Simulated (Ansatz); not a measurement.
Several settings on one geometry of (NaCl)2 ring (Na₂Cl₂) (that of the charge 0 singlet, B3LYP-D4/def2-TZVP). Ansatz on 4 threads of Intel Xeon on a shared host; times are rough.

Cartesian coordinates in Å:
```
Na -1.449 0.054 -0.637
Cl -0.784 -0.538 1.737
Na 1.449 -0.054 0.637
Cl 0.784 0.538 -1.737
```

Totals from different functionals, basis sets or treatments of relativity can't be compared as stabilities.

The 6-31G sets use Cartesian d functions.

Give the basis size and estimate the energy, ⟨S²⟩, dipole and time of these runs.

```json
{"run": "1", "method": "RKS PBEsol/aug-cc-pVDZ", "charge": "0", "state": "singlet", "further keys": "scf: {omitted_lower_state_checks: [starts]}; forces asked"}
{"run": "2", "method": "RKS PBE/6-31++G**", "charge": "0", "state": "singlet", "further keys": "scf: {omitted_lower_state_checks: [starts]}"}
{"run": "3", "method": "RKS ωB97M-V/def2-mTZVP", "charge": "0", "state": "singlet", "further keys": "nuclear_model: gaussian; forces asked"}
```


```tsv
run	functions	energy (Eh)	⟨S²⟩	dipole (D)	wall time
1	108	-1242.4523	–	0.00	2.9 s
2	92	-1244.5281	–	–	2.3 s
3	72	-1245.1390	–	0.00	7.6 s
```
